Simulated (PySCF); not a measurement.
Oscillator strengths, rates and cross-sections

C4H11OPSi.
InChI=1S/C4H11OPSi/c1-3-4(7)2-6(3)5/h3-4,6H,2H2,1,7H3/t3-,4-/m1/s1

Level of theory: TDDFT wB97X-D/def2-SVPD, vertical, gas phase, core orbitals frozen in the response (PySCF). Geometry: GFN2-xTB, one conformer, isolated molecule.

Computed singlets with f of 0.002 or more:

```json
{"state": "S1", "E (eV)": "7.12", "f": "0.027"}
{"state": "S2", "E (eV)": "7.30", "f": "0.0096"}
{"state": "S3", "E (eV)": "7.37", "f": "0.0066"}
{"state": "S4", "E (eV)": "7.51", "f": "0.076"}
{"state": "S6", "E (eV)": "7.87", "f": "0.047"}
{"state": "S7", "E (eV)": "7.97", "f": "0.065"}
{"state": "S8", "E (eV)": "8.23", "f": "0.019"}
```

**Question.** Turn these into Einstein A coefficients, radiative lifetimes, transition dipoles and integrated cross-sections.

**Answer.** Relations used (vacuum, state to state): A = 0.6670 f ν̃² s⁻¹ (ν̃ in cm⁻¹); τ = 1/A; f = (2/3) ΔE |μ|² in atomic units; ∫σ dE = 109.76 f Mb·eV.

```
state  A (s⁻¹)       τ  |μ| (D)  ∫σ dE (Mb·eV)
   S1  6.0×10⁷   17 ns     1.01              3
   S2  2.2×10⁷   45 ns     0.59            1.1
   S3  1.6×10⁷   64 ns     0.49           0.72
   S4  1.9×10⁸  5.4 ns     1.63            8.3
   S6  1.3×10⁸  7.9 ns     1.26            5.2
   S7  1.8×10⁸  5.6 ns     1.47            7.2
   S8  5.7×10⁷   18 ns     0.79            2.1
```

The rates are for emission to S0 at the absorption energy, with no other channel.

**Question.** How much energy does a mole of photons resonant with S4 carry?

**Answer.** 7.511 eV × 96.485 = 725 kJ/mol (173 kcal/mol).

**Question.** Which computed singlets stay under f = 0.002?

**Answer.** S5 (7.74 eV, f 0.0012).

**Question.** Suppose S1 emitted 0.3 eV lower with the same transition dipole. How would A change?

**Answer.** At fixed |μ|, A goes as the cube of the energy: (6.82/7.12)³ = 0.88, which makes τ about 19 ns.
